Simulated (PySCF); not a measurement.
Work out the structure from these simulated measurements.

Elements present: C, H and S. Monoisotopic mass: 158.0224 u.

| Quantity | Value |
| --- | --- |
| Rotational structure | rotational constants A, B, C: 2.032, 0.738, 0.585 GHz [PBE0-D3(BJ)/def2-SVP] |
| 13C NMR | chemical shifts (computed TMS as zero) by class: 89.5 (1 C), 74.9 (1 C), 58.0 (1 C), 26.9 (1 C), 18.3 (1 C), 9.9 (1 C), 9.3 (1 C) ppm [GIAO PBE/pcSseg-1] |
| Triplet | lowest triplet excitation (Tamm–Dancoff): 4.20 eV [TDA CAM-B3LYP/def2-SVPD] |
| UV, first state | lowest singlet excitation: 4.84 eV (256 nm, f = 0.001) [TDDFT CAM-B3LYP/def2-SVPD] |
| Dipole | 1.68 D [CAM-B3LYP/def2-SVPD] |
| Valence photoelectron | vertical ionisation energy: 8.67 eV [ΔSCF CAM-B3LYP/def2-SVPD] |

Gas-phase values; electronic properties from PySCF, density fitting. Levels stand in brackets. Geometry: PBE0-D3(BJ)/def2-SVP, one conformer, isolated molecule. Each NMR value is the plain mean over a class of atoms that symmetry, rotation or inversion makes alike.

Task: Which formula fits the mass and the elements?

Result: C7H10S2 (calculated 158.0224). No other formula that holds each of these elements comes within 0.0003 u with a fitting electron parity and a possible valence count.

Task: Propose a structure and show how it fits.

Result: Numbering: `[CH:1]#[C:2][C@H:3]([S:4][S:5][CH3:6])[CH:7]1[CH2:8][CH2:9]1`. Its formula, C7H10S2, gives 3 degrees of unsaturation: 1 ring and 2 π bonds in the structure found. 7 carbons fall into 7 classes; from least to most shielded: alkyne carbon [C2] (89.5 ppm), terminal alkyne carbon [C1] (74.9 ppm), chain sp3 carbon bound to sulfur [C3] (58.0 ppm), S-methyl carbon [C6] (26.9 ppm), three-membered-ring carbon [C7] (18.3 ppm), three-membered-ring carbon [C8] (9.9 ppm), three-membered-ring carbon [C9] (9.3 ppm). The first electron is taken from the HOMO, whose largest Löwdin shares are 0.53 on a disulfide sulfur, 0.18 on a disulfide sulfur, 0.09 on the S-methyl carbon and 0.06 on the sp3 carbon bound to sulfur. The optimised geometry has point group C1 and is an asymmetric top. Structure: `C#C[C@H](SSC)C1CC1`. Computed isomers that give other values at the same levels: `CC#C/C(=C\SC)SC` (rotational constant A: 1.197 GHz; this holds for the one conformer computed). The assignments are read from this structure; whether some other isomer fits the data as well wasn't checked. The mirror image fits equally.

Shape of the structure used: `[CH:1]#[C:2][C@H:3]([S:4][S:5][CH3:6])[CH:7]1[CH2:8][CH2:9]1`: C2–C3–S4–S5 60°, C3–S4–S5–C6 -94°, C2–C3–C7–C8 -90°.
